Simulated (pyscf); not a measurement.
# •H₂C–SnH₃, doublet

Gas-phase minimum from PySCF at ωB97X-D3(BJ)/def2-SVP, one conformer. •H₂C–SnH₃ lies 30.6 kcal/mol over its isomer H₃C–SnH₂•, and others may lie lower still (electronic energy, ωB97M-D3(BJ)). 

```xyz
7

C     -0.3821     1.0325     0.1664
Sn    -0.4039    -1.0471    -0.2155
H      0.4645     1.5299     0.6530
H     -1.2044     1.6915    -0.1340
H      0.3087    -1.3827    -1.7361
H      0.4847    -1.8570     0.9994
H     -2.0197    -1.6039    -0.2287
```
Charge 0, spin multiplicity 2.

Bonds (Å): C1–Sn2 2.114, C1–H3 1.096, C1–H4 1.096, Sn2–H5 1.712, Sn2–H6 1.709, Sn2–H7 1.709. Angles (°): Sn2–C1–H3 122.3, Sn2–C1–H4 122.3, H3–C1–H4 115.4, C1–Sn2–H5 110.4, C1–Sn2–H6 109.4, C1–Sn2–H7 109.4, H5–Sn2–H6 108.8, H5–Sn2–H7 108.8, H6–Sn2–H7 110.0.

Properties at ωB97X-D3(BJ)/def2-SVP:

```
Quantity                                                                                                                                                                                             Value
---------------------------------------------------------------------------------------------------------------------  -----------------------------------------------------------------------------------
Harmonic wavenumbers, unscaled                                                                                         28, 427, 429, 528, 584, 728, 731, 749, 761, 1362, 1951, 1969, 1974, 3159, 3276 cm⁻¹
Zero-point energy                                                                                                                                                                            26.7 kcal/mol
Rotational symmetry number                                                                                                                                                                               1
Entropy of this conformer at 298 K and 1 atm, rigid rotor and harmonic oscillator, modes under 100 cm⁻¹ raised to 100                                                                      299.4 J/(mol K)
Dipole moment                                                                                                                                                                                       0.47 D
Spin expectation value S2                                                                                                                                                                            0.754
```

Single-point totals, which compare only within one level (frozen core for MP2 and CC):

| level | total energy (hartree) |
|---|---|
| ωB97X-D3(BJ)/def2-TZVP | -255.43755 |
| PBE/def2-TZVP | -255.25690 |
| r²SCAN/def2-TZVP | -255.38458 |
| B3LYP-D3(BJ)/def2-TZVP | -255.41772 |
| PBE0-D3(BJ)/def2-TZVP | -255.28387 |
| M06-2X/def2-TZVP | -255.22601 |
| ωB97M-D3(BJ)/def2-TZVP | -255.37233 |
| UHF/def2-TZVPP | -254.06878 |
| MP2/def2-TZVPP | -254.55431 |
| CCSD/def2-TZVPP | -254.58244 |
| CCSD(T)/def2-TZVPP | -254.59704 |

The lowest mode is so soft that the shape along it may change with the basis. Soft torsions are taken as harmonic, which can shift the entropy by several J/(mol K). The CCSD(T) − MP2 part came from Ansatz, without density fitting, on the same reference. The frozen core leaves the outer d or s,p core shells of the metals and heavy elements correlated in the MP2 and CC values, and def2-TZVPP describes them poorly, so these totals are far from the basis limit. Elements past Kr carry the def2 core potentials, without spin-orbit coupling.
